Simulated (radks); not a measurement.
Problem. Spherical quantum dot in the effective-mass picture: electrons in a hard-walled sphere of radius 1.76, with a point charge +2 (a donor) at the centre, all in effective atomic units (hartree* = m*/eps^2 hartree, bohr* = eps/m* bohr), one dielectric constant everywhere. Calculated with a radial shooting solver with Libxc functionals: non-relativistic Kohn-Sham, LDA (Slater exchange, Perdew-Wang correlation), spin-polarised, spherical densities. Levels are named by radial order and angular momentum (1s, 1p, 1d, 2s, ...), and open shells are averaged over m. At N = 16 the configuration is 1s2 1p6 1d(up 5, down 2) 2s(up 1, down 0). Does electron 17 go into 2s down or 1f up or 1d down?

Solution. Into 1d down. The total energies of the other choices lie higher by 0.367 hartree* (2s down), 2.17 hartree* (1f up). A rearrangement to 1s2 1p6 1d(up 5, down 4) is lower still, by 0.0507 hartree*.
